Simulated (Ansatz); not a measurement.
**Nudged elastic band run: H₆OSn**

The input (input.yaml):

```yaml
crystal:
  periodic: [false, false, false]
  atoms:
    - { symbol: Sn, position_ang: [0.360613, 0.044414, -0.150256] }
    - { symbol: H, position_ang: [0.377815, -0.092153, 1.578181] }
    - { symbol: H, position_ang: [2.016158, -0.021467, -0.686676] }
    - { symbol: H, position_ang: [-0.322293, 1.54575, -0.653454] }
    - { symbol: H, position_ang: [-0.471549, -1.304483, -0.845871] }
    - { symbol: O, position_ang: [-2.690976, 0.030174, 1.031244] }
    - { symbol: H, position_ang: [-2.802934, -0.935659, 0.92261] }
    - { symbol: H, position_ang: [-2.363534, 0.103725, 1.950121] }
basis:
  gaussian: { orbitals: def2-SVP }
hamiltonian:
  xc: blyp
neb:
  order_check: false
  images: 7
  f_tol: 0.05
  max_iterations: 60
  final_atoms:
    - { symbol: Sn, position_ang: [-0.1497618, -0.06201757, -0.91525754] }
    - { symbol: H, position_ang: [-1.57467248, 0.48006935, 3.64953047] }
    - { symbol: H, position_ang: [1.40146771, -0.61551417, -0.35647613] }
    - { symbol: H, position_ang: [-0.18164157, 1.63746022, -1.21282138] }
    - { symbol: H, position_ang: [-0.676702, -0.982852, -2.29375009] }
    - { symbol: O, position_ang: [-1.5255097, -0.2583447, 0.57130049] }
    - { symbol: H, position_ang: [-1.63641332, -1.19972862, 0.81575247] }
    - { symbol: H, position_ang: [-1.55346685, 0.37122849, 2.8876207] }
  initial_path:
    images:
      - { positions_ang: [[0.360613, 0.044414, -0.150256], [0.377815, -0.092153, 1.578181], [2.016158, -0.021467, -0.686676], [-0.322293, 1.54575, -0.653454], [-0.471549, -1.304483, -0.845871], [-2.690976, 0.030174, 1.031244], [-2.802934, -0.935659, 0.92261], [-2.363534, 0.103725, 1.950121]] }
      - { positions_ang: [[0.27098426, 0.03394196, -0.1115727], [0.28011229, -0.06314127, 1.70721411], [1.92386246, -0.01330266, -0.65580116], [-0.44814055, 1.51155891, -0.63892239], [-0.55382312, -1.33595067, -0.77593205], [-2.55513426, 0.02031626, 0.94886481], [-2.77294936, -0.86414089, 0.72522321], [-2.04161172, 0.08101935, 1.94682517]] }
      - { positions_ang: [[0.18135551, 0.02346993, -0.0728894], [0.18240958, -0.03412954, 1.83624723], [1.83156692, -0.00513832, -0.62492632], [-0.5739881, 1.47736782, -0.62439078], [-0.63609725, -1.36741835, -0.70599309], [-2.41929251, 0.01045852, 0.86648561], [-2.74296472, -0.79262277, 0.52783642], [-1.71968944, 0.0583137, 1.94352933]] }
      - { positions_ang: [[0.09172677, 0.01299789, -0.0342061], [0.08470687, -0.00511781, 1.96528034], [1.73927139, 0.00302602, -0.59405148], [-0.69983565, 1.44317674, -0.60985917], [-0.71837137, -1.39888602, -0.63605414], [-2.28345077, 0.00060079, 0.78410642], [-2.71298008, -0.72110466, 0.33044963], [-1.39776716, 0.03560806, 1.9402335]] }
      - { positions_ang: [[0.00209803, 0.00252586, 0.0044772], [-0.01299584, 0.02389391, 2.09431346], [1.64697585, 0.01119036, -0.56317664], [-0.8256832, 1.40898565, -0.59532756], [-0.80064549, -1.43035369, -0.56611519], [-2.14760902, -0.00925695, 0.70172722], [-2.68299545, -0.64958654, 0.13306284], [-1.07584488, 0.01290241, 1.93693767]] }
      - { positions_ang: [[-0.03586693, -0.01361, -0.22545649], [-0.403415, 0.13793777, 2.48311771], [1.58559882, -0.14548578, -0.51150151], [-0.66467279, 1.46610429, -0.74970101], [-0.76965962, -1.31847827, -0.99802391], [-1.99208419, -0.07152889, 0.66912054], [-2.42134991, -0.78712206, 0.30373525], [-1.19525037, 0.10248393, 2.17460842]] }
      - { positions_ang: [[-0.07383189, -0.02974586, -0.45539017], [-0.79383416, 0.25198163, 2.87192196], [1.52422178, -0.30216191, -0.45982638], [-0.50366238, 1.52322294, -0.90407447], [-0.73867375, -1.20660285, -1.42993264], [-1.83655936, -0.13380082, 0.63651386], [-2.15970438, -0.92465758, 0.47440766], [-1.31465587, 0.19206545, 2.41227918]] }
      - { positions_ang: [[-0.11179685, -0.04588171, -0.68532386], [-1.18425332, 0.36602549, 3.26072622], [1.46284475, -0.45883804, -0.40815126], [-0.34265197, 1.58034158, -1.05844792], [-0.70768787, -1.09472742, -1.86184136], [-1.68103453, -0.19607276, 0.60390717], [-1.89805885, -1.0621931, 0.64508006], [-1.43406136, 0.28164697, 2.64994994]] }
      - { positions_ang: [[-0.1497618, -0.06201757, -0.91525754], [-1.57467248, 0.48006935, 3.64953047], [1.40146771, -0.61551417, -0.35647613], [-0.18164157, 1.63746022, -1.21282138], [-0.676702, -0.982852, -2.29375009], [-1.5255097, -0.2583447, 0.57130049], [-1.63641332, -1.19972862, 0.81575247], [-1.55346685, 0.37122849, 2.8876207]] }
```

Command:

```bash
$ ansatz run input.yaml --threads 1 --pin off --max-ram 2048MiB --backend cpu --events-out ev --progress --plain --runs-dir out
```

Output, in part (warnings, iteration lines, the closing report on the highest movable image, with atoms numbered from 0):

```
NEB end point (image 0): max|allowed force component| = 3.834e-3 eV/Å (the criterion of neb.relax_end_points is 1.000e-2)
NEB end point (image 8): max|allowed force component| = 1.428e-2 eV/Å (the criterion of neb.relax_end_points is 1.000e-2)
NEB iter   1: max|band force component| = 6.935e0 eV/Å  barrier→ = 3.4201 eV  barrier← = 3.3141 eV  Δτ_max = 0.2000 Å  (221 SCF iters)
NEB iter   2: max|band force component| = 2.589e0 eV/Å  barrier→ = 2.4732 eV  barrier← = 2.3672 eV  Δτ_max = 0.2000 Å  (207 SCF iters)
NEB iter   3: max|band force component| = 3.565e0 eV/Å  barrier→ = 1.9249 eV  barrier← = 1.8189 eV  Δτ_max = 0.1011 Å  (194 SCF iters)
NEB iter   4: max|band force component| = 8.378e-1 eV/Å  barrier→ = 1.5684 eV  barrier← = 1.4624 eV  Δτ_max = 0.2000 Å  (180 SCF iters)
NEB iter   5: max|band force component| = 6.458e-1 eV/Å  barrier→ = 1.6328 eV  barrier← = 1.5268 eV  Δτ_max = 0.2000 Å  (180 SCF iters)
NEB iter   6: max|band force component| = 1.731e0 eV/Å  barrier→ = 1.7043 eV  barrier← = 1.5983 eV  Δτ_max = 0.1004 Å  (193 SCF iters)
NEB iter   7: max|band force component| = 8.728e-1 eV/Å  barrier→ = 1.3942 eV  barrier← = 1.2882 eV  Δτ_max = 0.1005 Å  (180 SCF iters)
NEB iter   8: max|band force component| = 8.316e-1 eV/Å  barrier→ = 1.2528 eV  barrier← = 1.1467 eV  Δτ_max = 0.1018 Å  (179 SCF iters)
NEB iter   9: max|band force component| = 7.926e-1 eV/Å  barrier→ = 1.1178 eV  barrier← = 1.0118 eV  CI = image 3  Δτ_max = 0.2000 Å  (177 SCF iters)
NEB iter  10: max|band force component| = 8.774e-1 eV/Å  barrier→ = 1.4206 eV  barrier← = 1.3146 eV  CI = image 3  Δτ_max = 0.2000 Å  (184 SCF iters)
NEB iter  11: max|band force component| = 6.712e-1 eV/Å  barrier→ = 1.5762 eV  barrier← = 1.4702 eV  CI = image 3  Δτ_max = 0.0963 Å  (188 SCF iters)
NEB iter  12: max|band force component| = 1.968e-1 eV/Å  barrier→ = 1.5193 eV  barrier← = 1.4133 eV  CI = image 3  Δτ_max = 0.1286 Å  (173 SCF iters)
NEB iter  13: max|band force component| = 2.813e-1 eV/Å  barrier→ = 1.5160 eV  barrier← = 1.4099 eV  CI = image 3  Δτ_max = 0.0623 Å  (182 SCF iters)
NEB iter  14: max|band force component| = 1.168e-1 eV/Å  barrier→ = 1.5117 eV  barrier← = 1.4057 eV  CI = image 3  Δτ_max = 0.0826 Å  (172 SCF iters)
NEB iter  15: max|band force component| = 1.105e0 eV/Å  barrier→ = 1.5066 eV  barrier← = 1.4006 eV  CI = image 3  Δτ_max = 0.0410 Å  (180 SCF iters)
NEB iter  16: max|band force component| = 1.727e-1 eV/Å  barrier→ = 1.5020 eV  barrier← = 1.3959 eV  CI = image 3  Δτ_max = 0.0822 Å  (170 SCF iters)
NEB iter  17: max|band force component| = 1.069e-1 eV/Å  barrier→ = 1.4914 eV  barrier← = 1.3854 eV  CI = image 3  Δτ_max = 0.0822 Å  (173 SCF iters)
NEB iter  18: max|band force component| = 1.103e-1 eV/Å  barrier→ = 1.4793 eV  barrier← = 1.3733 eV  CI = image 3  Δτ_max = 0.0819 Å  (172 SCF iters)
NEB iter  19: max|band force component| = 1.872e-1 eV/Å  barrier→ = 1.4673 eV  barrier← = 1.3613 eV  CI = image 3  Δτ_max = 0.0410 Å  (171 SCF iters)
NEB iter  20: max|band force component| = 2.113e-1 eV/Å  barrier→ = 1.4609 eV  barrier← = 1.3549 eV  CI = image 3  Δτ_max = 0.0206 Å  (175 SCF iters)
NEB iter  21: max|band force component| = 1.475e-1 eV/Å  barrier→ = 1.4577 eV  barrier← = 1.3517 eV  CI = image 3  Δτ_max = 0.0205 Å  (176 SCF iters)
NEB iter  22: max|band force component| = 2.858e-1 eV/Å  barrier→ = 1.4546 eV  barrier← = 1.3485 eV  CI = image 3  Δτ_max = 0.0103 Å  (175 SCF iters)
NEB iter  23: max|band force component| = 1.459e-1 eV/Å  barrier→ = 1.4529 eV  barrier← = 1.3469 eV  CI = image 3  Δτ_max = 0.0205 Å  (154 SCF iters)
NEB iter  24: max|band force component| = 1.453e-1 eV/Å  barrier→ = 1.4500 eV  barrier← = 1.3439 eV  CI = image 3  Δτ_max = 0.0410 Å  (175 SCF iters)
NEB iter  25: max|band force component| = 1.368e-1 eV/Å  barrier→ = 1.4439 eV  barrier← = 1.3379 eV  CI = image 3  Δτ_max = 0.0820 Å  (176 SCF iters)
NEB iter  26: max|band force component| = 1.369e-1 eV/Å  barrier→ = 1.4361 eV  barrier← = 1.3301 eV  CI = image 3  Δτ_max = 0.1634 Å  (176 SCF iters)
NEB iter  27: max|band force component| = 2.449e-1 eV/Å  barrier→ = 1.4311 eV  barrier← = 1.3251 eV  CI = image 3  Δτ_max = 0.0819 Å  (178 SCF iters)
NEB iter  28: max|band force component| = 1.421e-1 eV/Å  barrier→ = 1.4224 eV  barrier← = 1.3164 eV  CI = image 3  Δτ_max = 0.0771 Å  (179 SCF iters)
NEB iter  29: max|band force component| = 1.380e-1 eV/Å  barrier→ = 1.4212 eV  barrier← = 1.3152 eV  CI = image 3  Δτ_max = 0.0601 Å  (180 SCF iters)
NEB iter  30: max|band force component| = 2.132e-1 eV/Å  barrier→ = 1.4207 eV  barrier← = 1.3147 eV  CI = image 3  Δτ_max = 0.0278 Å  (181 SCF iters)
NEB iter  31: max|band force component| = 1.490e-1 eV/Å  barrier→ = 1.4207 eV  barrier← = 1.3146 eV  CI = image 3  Δτ_max = 0.0156 Å  (164 SCF iters)
NEB iter  32: max|band force component| = 1.078e-1 eV/Å  barrier→ = 1.4206 eV  barrier← = 1.3146 eV  CI = image 3  Δτ_max = 0.0139 Å  (155 SCF iters)
NEB iter  33: max|band force component| = 5.987e-2 eV/Å  barrier→ = 1.4205 eV  barrier← = 1.3145 eV  CI = image 3  Δτ_max = 0.0162 Å  (152 SCF iters)
NEB iter  34: max|band force component| = 2.291e-2 eV/Å  barrier→ = 1.4205 eV  barrier← = 1.3145 eV  CI = image 3  Δτ_max = 0.0000 Å  (324 SCF iters)
Total energy: -7969.57034767 eV, -292.8763083079 hartree
Atom 0 at    -0.207072     0.045825    -0.265354 Å, force     0.006195     0.007873    -0.004627 eV/Å
Atom 1 at    -0.361301     0.733163     1.771224 Å, force    -0.000887    -0.000837     0.001714 eV/Å
Atom 2 at     1.323466    -0.633397     0.191533 Å, force     0.000016     0.000030    -0.000046 eV/Å
Atom 3 at    -0.198076     1.675820    -0.842219 Å, force    -0.000398    -0.006906     0.001953 eV/Å
Atom 4 at    -0.861453    -0.988182    -1.516962 Å, force    -0.000700    -0.000847    -0.001034 eV/Å
Atom 5 at    -2.053444    -0.364033     0.949829 Å, force    -0.012240     0.002908    -0.003103 eV/Å
Atom 6 at    -2.271511    -1.298293     1.167387 Å, force     0.005577     0.000304     0.003432 eV/Å
Atom 7 at    -1.267309     0.199398     1.690461 Å, force     0.002437    -0.002525     0.001711 eV/Å
Dipole moment:     0.016131    -0.306571    -0.059751 e Å
```

The run converged. A vibrational analysis at the climbing image gives one clearly imaginary mode, 1264i cm⁻¹: a first-order saddle point. The orbitals stay closed-shell, which can raise the energy where a bond breaks towards radicals; this wasn't checked here.

Final band (atoms are numbered from 1 in the order of the input):

```csv
image,path coordinate (Å),energy (kJ/mol),Sn1–H2 (Å),O6–H8 (Å),Sn1–O6 (Å)
0,0.00,0.0,1.73,0.98,3.27
1,0.98,6.3,1.74,0.98,3.33
2,1.96,38.7,1.78,0.99,2.88
3,2.94,137.1,2.15,1.22,2.25
4,3.68,51.6,2.66,1.79,2.08
5,4.41,18.2,3.33,2.21,2.04
6,5.15,12.7,3.96,2.37,2.04
7,5.89,10.8,4.43,2.40,2.04
8,6.62,10.2,4.81,2.40,2.03
```

Run time: 6.5 min on 1 thread of Arm Neoverse V1, on a shared host, peak memory 0.12 GiB.
